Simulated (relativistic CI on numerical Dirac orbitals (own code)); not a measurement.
# V3+ in a cubic cluster: 1s photoemission with charge transfer

Computed with a charge-transfer multiplet model of a cubic metal-ligand cluster with up to 2 ligand holes, Slater and spin-orbit integrals from Dirac-Coulomb-Breit ions, Slater integrals scaled by 0.7. The ground state mixes d2 with configurations of k ligand holes L, whose averages lie at kΔ + k(k − 1)U_dd/2; a core hole lowers each added d electron by U_cd. 300 K, Lorentzian 1.1 eV and Gaussian 0.6 eV FWHM.

Atomic integrals in eV (Slater integrals scaled, ζ unscaled), ground: F2dd 7.050, F4dd 4.418, zeta_d 0.024; with the core hole: F2dd 8.260, F4dd 5.203, zeta_d 0.040, G2cd 0.039.

Cluster parameters (eV): Δ = 4.1, U_dd = 4.5, U_cd = 5.1, 10Dq = 0.9, 10Dq(ligand) = 1.2, final-state hopping factor = 0.8.

| Case | n_d | d2 | d3L | d4L2 | S |
| --- | --- | --- | --- | --- | --- |
| V(eg) = 1.3 eV, V(t2g) = -0.64 eV | 2.32 | 0.70 | 0.28 | 0.02 | 1.00 |
| V(eg) = 1.6 eV, V(t2g) = -0.79 eV | 2.40 | 0.64 | 0.33 | 0.03 | 1.00 |
| V(eg) = 2.2 eV, V(t2g) = -1.09 eV | 2.52 | 0.54 | 0.40 | 0.06 | 1.00 |

Weights, n_d and S are thermal averages at 300 K. Binding energies count from the first peak over 30 % of the highest in each spectrum, which can be another peak from case to case. The parameters are a model scan and need not match a compound or its usual spin state. Peaks in eV (height, largest 100):
- V(eg) = 1.3 eV, V(t2g) = -0.64 eV: 0.0 (100), 2.6 (23), 4.9 (30)
- V(eg) = 1.6 eV, V(t2g) = -0.79 eV: 0.0 (100), 2.8 (14), 5.6 (21)
- V(eg) = 2.2 eV, V(t2g) = -1.09 eV: 0.0 (100), 3.5 (7), 7.2 (13)

Curve for V(eg) = 2.2 eV, V(t2g) = -1.09 eV (points under 2 left out, the grid thinned):

(E (eV), Intensity): (-3.7, 2.7), (-3.4, 3.1), (-3.1, 3.8), (-2.8, 4.6), (-2.5, 5.7), (-2.2, 7.3), (-1.9, 9.7), (-1.6, 13.5), (-1.3, 19.8), (-1.0, 31.0), (-0.7, 50.7), (-0.4, 78.4), (-0.1, 98.9), (0.2, 92.1), (0.5, 65.5), (0.8, 40.8), (1.1, 25.6), (1.4, 17.2), (1.7, 12.6), (2.0, 9.8), (2.3, 8.1), (2.6, 6.9), (2.9, 6.5), (3.2, 6.7), (3.5, 6.9), (3.8, 6.6), (4.1, 5.9), (4.4, 5.0), (4.7, 4.4), (5.0, 4.0), (5.3, 3.8), (5.6, 3.8), (5.9, 4.3), (6.2, 5.4), (6.5, 7.5), (6.8, 10.3), (7.1, 12.4), (7.4, 12.2), (7.7, 9.9), (8.0, 7.5), (8.3, 5.7), (8.6, 4.5), (8.9, 3.4), (9.2, 2.6), (9.5, 2.0)

For the case V(eg) = 1.6 eV, V(t2g) = -0.79 eV, Δ = 4.1 eV is smaller than U_dd = 4.5 eV, the charge-transfer side of the Zaanen-Sawatzky-Allen scheme. With the core hole the average of the configuration with one ligand hole lies at Δ − U_cd = -1.0 eV before mixing: the effective hopping of about 2.7 eV (from the holes of the mixed ground state) is comparable with this gap or larger, so the configurations mix strongly.
